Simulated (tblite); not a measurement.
Record of a relaxation.

Compound: C4H9BrSi3.
Numbering: `[CH:1]#[C:2][Si@@H:3]([SiH2:4][Br:5])[SiH2:6][CH:7]=[CH2:8]` (hydrogens: H9 on C1; H10 on Si3; H11, H12 on Si4; H13, H14 on Si6; H15 on C7; H16, H17 on C8)

Computed with GFN2-xTB (tblite), gas phase: L-BFGS steps from a force-field or distance-geometry start until the largest atomic force falls under 0.01 eV/Å. 5 of its 68 geometries are shown.

Step 0: E = -607.2056 eV, largest atomic force 1.770 eV/Å
```
atom  x, y, z in Å  |  force x, y, z in eV/Å
C1     -1.905    2.636   -1.163   -0.674   1.316  -0.973
C2     -1.498    1.734   -0.496    0.089  -0.481   0.541
Si3    -0.849    0.344    0.513    0.211   0.992   0.430
Si4    -2.480   -1.114    0.957   -1.052  -0.330  -0.009
Br5    -1.605   -3.198    0.898   -0.525   0.249   0.184
Si6     0.739   -0.655   -0.690    0.619  -0.626  -0.768
C7      2.319    0.271   -0.411    0.338   0.356  -0.188
C8      3.323   -0.238    0.273    0.332  -0.263   0.301
H9     -2.292    3.440   -1.760    0.294  -0.517   0.369
H10    -0.332    0.922    1.748    0.013   0.220   0.267
H11    -3.115   -0.845    2.248   -0.066  -0.419  -0.066
H12    -3.477   -1.012   -0.129    0.071  -0.378   0.327
H13     0.824   -2.044   -0.223    0.299   0.056  -0.241
H14     0.406   -0.573   -2.111    0.024  -0.141  -0.176
H15     2.432    1.279   -0.808   -0.129  -0.185   0.009
H16     4.241    0.300    0.446    0.063  -0.018   0.068
H17     3.261   -1.233    0.699    0.094   0.170  -0.076
```

Step 17: E = -607.5962 eV, largest atomic force 0.146 eV/Å
```
atom  x, y, z in Å  |  force x, y, z in eV/Å
C1     -1.943    2.680   -1.153    0.015  -0.095   0.051
C2     -1.541    1.807   -0.427   -0.044  -0.055  -0.087
Si3    -0.826    0.377    0.521   -0.020   0.049  -0.136
Si4    -2.605   -1.046    0.985   -0.068  -0.023  -0.012
Br5    -1.817   -3.161    1.004   -0.044   0.054   0.022
Si6     0.825   -0.666   -0.769    0.018  -0.009  -0.012
C7      2.430    0.258   -0.454   -0.014  -0.082   0.018
C8      3.411   -0.233    0.289    0.003   0.073  -0.089
H9     -2.309    3.447   -1.776    0.011   0.001   0.066
H10    -0.366    1.013    1.770    0.014  -0.035   0.069
H11    -3.285   -0.997    2.278    0.000   0.029  -0.011
H12    -3.634   -1.134   -0.051    0.007   0.006   0.040
H13     0.997   -2.070   -0.385    0.018   0.031   0.004
H14     0.464   -0.629   -2.193    0.029   0.056  -0.003
H15     2.525    1.263   -0.850   -0.003  -0.021   0.029
H16     4.300    0.337    0.511    0.057  -0.070   0.022
H17     3.367   -1.235    0.689    0.021   0.089   0.030
```

Step 34: E = -607.6254 eV, largest atomic force 0.085 eV/Å
```
atom  x, y, z in Å  |  force x, y, z in eV/Å
C1     -1.981    2.648   -1.131    0.004  -0.010   0.015
C2     -1.578    1.719   -0.480    0.012   0.013   0.013
Si3    -0.847    0.302    0.471   -0.031   0.046  -0.065
Si4    -2.686   -1.029    0.983    0.000   0.002  -0.005
Br5    -1.943   -3.149    1.087   -0.008  -0.052   0.006
Si6     0.875   -0.665   -0.777    0.019   0.018   0.000
C7      2.476    0.263   -0.439    0.029  -0.009  -0.018
C8      3.474   -0.213    0.287    0.008  -0.010  -0.010
H9     -2.344    3.464   -1.690   -0.006  -0.039   0.019
H10    -0.403    0.923    1.736    0.010   0.006   0.029
H11    -3.332   -0.898    2.288   -0.003   0.031  -0.022
H12    -3.743   -1.134   -0.020    0.005   0.008   0.016
H13     1.056   -2.079   -0.441   -0.003   0.005  -0.001
H14     0.574   -0.542   -2.211   -0.003  -0.009  -0.014
H15     2.585    1.253   -0.865   -0.059   0.027  -0.014
H16     4.382    0.344    0.465    0.004  -0.010   0.021
H17     3.428   -1.194    0.729    0.021  -0.018   0.032
```

Step 50: E = -607.6293 eV, largest atomic force 0.044 eV/Å
```
atom  x, y, z in Å  |  force x, y, z in eV/Å
C1     -2.005    2.639   -1.115    0.003  -0.016   0.015
C2     -1.574    1.718   -0.471    0.001   0.004   0.000
Si3    -0.834    0.292    0.453   -0.002  -0.018   0.010
Si4    -2.682   -1.027    0.967   -0.041   0.016  -0.004
Br5    -2.013   -3.169    1.121    0.010   0.000   0.003
Si6     0.894   -0.667   -0.792   -0.002  -0.002   0.005
C7      2.492    0.261   -0.442    0.008  -0.021   0.000
C8      3.491   -0.209    0.288    0.000   0.014   0.003
H9     -2.391    3.448   -1.666   -0.013   0.007  -0.003
H10    -0.397    0.890    1.735    0.013   0.008  -0.009
H11    -3.327   -0.832    2.265    0.006  -0.001  -0.009
H12    -3.751   -1.127   -0.025    0.022   0.009   0.000
H13     1.060   -2.083   -0.450    0.007   0.014  -0.013
H14     0.595   -0.544   -2.227    0.008  -0.012   0.005
H15     2.586    1.257   -0.861   -0.016  -0.001   0.003
H16     4.390    0.357    0.479    0.013   0.005   0.003
H17     3.459   -1.192    0.730   -0.018  -0.007  -0.008
```

Step 67: E = -607.6312 eV, largest atomic force 0.010 eV/Å
```
atom  x, y, z in Å  |  force x, y, z in eV/Å
C1     -2.036    2.622   -1.089    0.000   0.001   0.001
C2     -1.566    1.709   -0.462    0.001   0.002  -0.002
Si3    -0.814    0.280    0.448    0.003  -0.001  -0.001
Si4    -2.685   -1.004    0.958   -0.007   0.000   0.001
Br5    -2.041   -3.150    1.149    0.002  -0.002   0.001
Si6     0.908   -0.685   -0.803   -0.002   0.000   0.001
C7      2.493    0.260   -0.442   -0.002  -0.003   0.007
C8      3.493   -0.205    0.290    0.005  -0.004  -0.008
H9     -2.451    3.426   -1.628   -0.003   0.005   0.000
H10    -0.351    0.876    1.721    0.000   0.001   0.001
H11    -3.352   -0.786    2.240   -0.003   0.001   0.000
H12    -3.731   -1.096   -0.058    0.006  -0.004  -0.001
H13     1.088   -2.098   -0.461   -0.001   0.003   0.000
H14     0.615   -0.572   -2.239    0.000   0.000  -0.001
H15     2.571    1.263   -0.845    0.000  -0.002  -0.002
H16     4.384    0.368    0.496    0.000   0.006  -0.001
H17     3.467   -1.196    0.716   -0.001  -0.003   0.004
```

**Question.** Summarise the path.

**Answer.** The energy falls by 0.4256 eV from step 0 to step 67; nine tenths of that is first reached at step 15. It falls at every step. The largest force goes from 1.770 to 0.010 eV/Å. Among the bonds Si3–Si6 changes most, from 2.228 to 2.336 Å; the atoms move by 0.232 Å rms after alignment.

**Question.** Follow the three bonds and two angles with the largest change from start to end.

**Answer.** 
```
step  E above end (eV)  largest force (eV/Å)  Si3–Si6 (Å)  Si3–Si4 (Å)  Si6–C7 (Å)  Si3–Si4–H12 (°)  Br5–Si4–H11 (°)
   0            0.4256                 1.770        2.228        2.233       1.852            107.5            111.1
   3            0.2780                 0.555        2.290        2.292       1.863            108.1            110.0
   6            0.1132                 0.474        2.348        2.326       1.871            114.0            102.5
   9            0.0727                 0.287        2.325        2.315       1.878            116.3             99.7
  12            0.0540                 0.248        2.328        2.323       1.871            116.3             99.3
  15            0.0413                 0.147        2.336        2.318       1.873            115.9            100.2
  17            0.0350                 0.146        2.340        2.325       1.878            115.7            100.8
  20            0.0280                 0.163        2.344        2.340       1.879            115.4            101.2
  23            0.0182                 0.152        2.343        2.331       1.880            115.7            101.6
  26            0.0123                 0.117        2.341        2.324       1.883            116.5            101.2
  29            0.0098                 0.084        2.338        2.330       1.879            116.7            101.0
  32            0.0074                 0.074        2.335        2.328       1.878            117.1            101.0
  35            0.0053                 0.071        2.339        2.326       1.882            117.6            100.9
  38            0.0040                 0.080        2.340        2.327       1.881            117.8            101.1
  41            0.0033                 0.027        2.336        2.329       1.879            118.0            101.4
  44            0.0028                 0.030        2.336        2.328       1.880            118.1            101.4
  47            0.0025                 0.039        2.337        2.326       1.881            118.1            101.4
  50            0.0019                 0.044        2.336        2.327       1.881            118.0            101.4
  52            0.0017                 0.025        2.336        2.328       1.880            118.0            101.3
  55            0.0012                 0.037        2.336        2.327       1.880            117.8            101.2
  58            0.0009                 0.028        2.336        2.326       1.881            117.6            101.3
  61            0.0004                 0.026        2.336        2.328       1.881            117.4            101.3
  64            0.0002                 0.030        2.336        2.326       1.881            117.3            101.3
  67            0.0000                 0.010        2.336        2.326       1.881            117.3            101.4
```

What follows is the cost of the whole relaxation. Time: 0.82 s wall. Hardware: one thread, Arm Neoverse V1 (aarch64), shared host.
